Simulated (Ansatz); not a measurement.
LaH, closed-shell singlet (lowest of 2S+1 = 1, 3, 5 at CCSD(T)/def2-TZVPP on PBE0 minima; our sources give no spin for the ground state, which may be another), most abundant isotopes (138.9064 and 1.0078 u). Constants from fifth-degree fits in 1/R to seven points on the lowest solution found; no spin–orbit coupling, no relativity up to Kr; ω_e x_e and α_e move by some per cent with the fit.

Correlated levels freeze the inner cores; with def2 sets outer-core shells near the valence are correlated too. CBS(a, b) extrapolates the correlation energy as X⁻³ and adds the Hartree–Fock energy of set b.

Codes used: Ansatz (a first-principles code). Values without a source in brackets are computed. In def2 rows elements past Kr take small-core potentials, without spin–orbit coupling.

```json
[
 {"level": "PBE/def2-TZVPP", "r_e (Å)": "2.0537", "ω_e (cm⁻¹)": "1442.8", "ω_e x_e (cm⁻¹)": "18.3", "α_e (cm⁻¹)": "0.0805"},
 {"level": "CCSD(T)/CBS(def2-TZVPP, def2-QZVPP)", "r_e (Å)": "2.0390", "ω_e (cm⁻¹)": "1439.0", "ω_e x_e (cm⁻¹)": "13.6", "α_e (cm⁻¹)": "0.0748"}
]
```

Derive the rotational constants, the centrifugal constant, the fundamental, the zero-point energy and the force constant.


μ = 1.00057 u.
- PBE/def2-TZVPP: B_e = 16.8576/(μ r_e²) = 3.9947 cm⁻¹; B₀ = B_e − α_e/2 = 3.9544 cm⁻¹; D = 4B_e³/ω_e² = 1.22e-04 cm⁻¹; fundamental ω_e − 2ω_e x_e = 1406 cm⁻¹; zero-point energy ω_e/2 − ω_e x_e/4 = 717 cm⁻¹; k = μ(2πcω_e)² = 123 N/m; the line J = 1 ← 0 at 2B₀ = 237.1 GHz
- CCSD(T)/CBS(def2-TZVPP, def2-QZVPP): B_e = 16.8576/(μ r_e²) = 4.0523 cm⁻¹; B₀ = B_e − α_e/2 = 4.0149 cm⁻¹; D = 4B_e³/ω_e² = 1.29e-04 cm⁻¹; fundamental ω_e − 2ω_e x_e = 1412 cm⁻¹; zero-point energy ω_e/2 − ω_e x_e/4 = 716 cm⁻¹; k = μ(2πcω_e)² = 122 N/m; the line J = 1 ← 0 at 2B₀ = 240.7 GHz

Doubts at one or more of the structures used: a restricted determinant that unrestricted orbitals would lower (CCSD(T)/CBS(def2-TZVPP, def2-QZVPP)).
